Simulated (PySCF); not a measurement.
First hyperpolarisability: `O=CC(F)=C=CF`, C₄H₂F₂O

Geometry:
```tsv
atom	x (Å)	y (Å)	z (Å)
O1	-0.122	1.964	-1.058
C2	-0.920	1.472	-0.314
C3	-0.735	0.158	0.361
F4	-1.754	-0.148	1.176
C5	0.287	-0.632	0.196
C6	1.379	-1.307	0.004
F7	1.503	-2.229	-0.946
H8	-1.883	1.959	-0.060
H9	2.275	-1.194	0.606
```

Theory: PySCF, quadratic response CAM-B3LYP/def2-TZVPD first hyperpolarisability, Taylor convention, gas phase. Geometry: PBE0-D3(BJ)/def2-TZVP.

Problem. Give β for the processes computed.

Solution. In au, Taylor convention; the vector part is βᵢ = ⅓ Σⱼ (βᵢⱼⱼ + βⱼᵢⱼ + βⱼⱼᵢ); β∥ is 3/5 of the vector part along the dipole, the dipole points from − to +:
| process | λ (nm) | β vector norm | β∥ | β HRS | depolarisation ratio |
| --- | --- | --- | --- | --- | --- |
| static β(0;0,0) | ∞ | 149.8 | 0.8 | 63.4 | 4.67 |
| second harmonic β(−2ω;ω,ω) | 1907 | 160.6 | 2.9 | 68.1 | 4.67 |
| Pockels β(−ω;ω,0) | 1907 | 153.2 | 1.5 | – | – |
| second harmonic β(−2ω;ω,ω) | 1064 | 190.5 | 9.0 | 81.2 | 4.66 |
| Pockels β(−ω;ω,0) | 1064 | 161.4 | 3.1 | – | – |

Problem. Which lowest excitations, dipole and polarisabilities go with it?

Solution. S1 3.72 eV (f = 0.000); S2 4.66 eV (f = 0.000); S3 5.60 eV (f = 0.228); dipole 1.63 D; isotropic α 56.7 au static, 56.9 au at 1907 nm, 57.4 au at 1064 nm, 57.6 au at 953.5 nm, 59.8 au at 532 nm.
